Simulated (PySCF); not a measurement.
# Circular dichroism: SMILES C1/C=C(/N(C)C)CC/C=C\C1, C₁₀H₁₇N

Molfile (atoms numbered from 1):
```
C10H17N
     RDKit          3D

 28 28  0  0  0  0  0  0  0  0999 V2000
   -2.5355   -1.0533   -0.1225 C   0  0  0  0  0  0  0  0  0  0  0  0
   -1.9054    0.1819   -0.5189 N   0  0  0  0  0  0  0  0  0  0  0  0
   -2.6928    1.3444   -0.2199 C   0  0  0  0  0  0  0  0  0  0  0  0
   -0.5096    0.2872   -0.4265 C   0  0  0  0  0  0  0  0  0  0  0  0
    0.0935    1.4099    0.0262 C   0  0  0  0  0  0  0  0  0  0  0  0
    1.5517    1.7744    0.0748 C   0  0  0  0  0  0  0  0  0  0  0  0
    2.6096    0.6649    0.1959 C   0  0  0  0  0  0  0  0  0  0  0  0
    2.3533   -0.3079    1.3098 C   0  0  0  0  0  0  0  0  0  0  0  0
    1.5532   -1.3796    1.2785 C   0  0  0  0  0  0  0  0  0  0  0  0
    0.7179   -1.9062    0.1470 C   0  0  0  0  0  0  0  0  0  0  0  0
    0.2585   -0.9143   -0.9299 C   0  0  0  0  0  0  0  0  0  0  0  0
   -2.0135   -1.9217   -0.5443 H   0  0  0  0  0  0  0  0  0  0  0  0
   -3.5678   -1.0785   -0.5041 H   0  0  0  0  0  0  0  0  0  0  0  0
   -2.5785   -1.1862    0.9797 H   0  0  0  0  0  0  0  0  0  0  0  0
   -2.3274    2.2091   -0.7934 H   0  0  0  0  0  0  0  0  0  0  0  0
   -3.7377    1.1568   -0.5089 H   0  0  0  0  0  0  0  0  0  0  0  0
   -2.6838    1.6231    0.8560 H   0  0  0  0  0  0  0  0  0  0  0  0
   -0.5543    2.2074    0.3968 H   0  0  0  0  0  0  0  0  0  0  0  0
    1.8129    2.3967   -0.8038 H   0  0  0  0  0  0  0  0  0  0  0  0
    1.6788    2.4494    0.9386 H   0  0  0  0  0  0  0  0  0  0  0  0
    3.5801    1.1563    0.3702 H   0  0  0  0  0  0  0  0  0  0  0  0
    2.7259    0.1354   -0.7599 H   0  0  0  0  0  0  0  0  0  0  0  0
    2.8601   -0.0971    2.2588 H   0  0  0  0  0  0  0  0  0  0  0  0
    1.4941   -1.9755    2.1971 H   0  0  0  0  0  0  0  0  0  0  0  0
    1.2653   -2.7315   -0.3477 H   0  0  0  0  0  0  0  0  0  0  0  0
   -0.1688   -2.3884    0.5915 H   0  0  0  0  0  0  0  0  0  0  0  0
   -0.3673   -1.4505   -1.6597 H   0  0  0  0  0  0  0  0  0  0  0  0
    1.1199   -0.5616   -1.5078 H   0  0  0  0  0  0  0  0  0  0  0  0
  1  2  1  0
  2  3  1  0
  2  4  1  0
  4  5  2  0
  5  6  1  0
  6  7  1  0
  7  8  1  0
  8  9  2  0
  9 10  1  0
 10 11  1  0
 11  4  1  0
  1 12  1  0
  1 13  1  0
  1 14  1  0
  3 15  1  0
  3 16  1  0
  3 17  1  0
  5 18  1  0
  6 19  1  0
  6 20  1  0
  7 21  1  0
  7 22  1  0
  8 23  1  0
  9 24  1  0
 10 25  1  0
 10 26  1  0
 11 27  1  0
 11 28  1  0
M  END
```

Method used: PySCF, TDDFT CAM-B3LYP/def2-SVP circular dichroism and optical rotation, one conformer, gas phase. Geometry: PBE0-D3(BJ)/def2-SVP.

States above about 6.5 eV (minus the energy of the highest occupied orbital) lie near or above the ionisation threshold and depend on the basis. No stereocentre is labelled: unless the shape is locked (an allene, a helicene, a hindered biaryl), the mirror image is equally populated and a measured rotation or CD is zero.

(1) List the lowest 12 singlet excitations with oscillator and rotatory strengths.

Answers

(1) Rotatory strengths R in 10⁻⁴⁰ esu² cm², velocity form and length form (origin at the centre of mass); f in length form.
| state | E (eV) | λ (nm) | f | R (velocity) | R (length) | main |
| --- | --- | --- | --- | --- | --- | --- |
| 1 | 5.85 | 212 | 0.083 | -17.2 | -14.0 | HOMO→LUMO+1 0.49, HOMO→LUMO 0.45 |
| 2 | 5.87 | 211 | 0.078 | -9.7 | -11.8 | HOMO→LUMO 0.52, HOMO→LUMO+1 0.43 |
| 3 | 6.39 | 194 | 0.066 | -17.7 | -14.4 | HOMO→LUMO+2 0.82 |
| 4 | 7.04 | 176 | 0.013 | -21.8 | -21.3 | HOMO→LUMO+5 0.46, HOMO→LUMO+3 0.18 |
| 5 | 7.08 | 175 | 0.046 | +109.8 | +108.2 | HOMO→LUMO+3 0.57, HOMO−1→LUMO 0.16 |
| 6 | 7.13 | 174 | 0.128 | -116.9 | -140.4 | HOMO−1→LUMO 0.42, HOMO→LUMO+4 0.27 |
| 7 | 7.22 | 172 | 0.208 | -81.2 | -57.9 | HOMO→LUMO+4 0.37, HOMO−1→LUMO 0.21 |
| 8 | 7.44 | 167 | 0.051 | +11.5 | +12.0 | HOMO−1→LUMO+1 0.72 |
| 9 | 7.53 | 165 | 0.012 | -23.7 | -20.7 | HOMO→LUMO+6 0.30, HOMO−1→LUMO+2 0.23 |
| 10 | 7.61 | 163 | 0.006 | -5.1 | -5.8 | HOMO−1→LUMO+2 0.34, HOMO→LUMO+7 0.16 |
| 11 | 7.96 | 156 | 0.028 | +22.5 | +26.8 | HOMO→LUMO+7 0.37, HOMO→LUMO+8 0.28 |
| 12 | 8.03 | 154 | 0.010 | -29.8 | -28.0 | HOMO−3→LUMO 0.62, HOMO−2→LUMO+1 0.12 |

Among the states computed, the strongest CD band (largest |R|) is state 6. The largest dissymmetry factor in size, g = 4R/(D+G), with D and G the electric and magnetic dipole strengths, is -0.036 for state 12 (velocity form, f = 0.010), among bands with |R| over 0.5. The mirror image has the same energies and oscillator strengths and all R with the opposite sign.
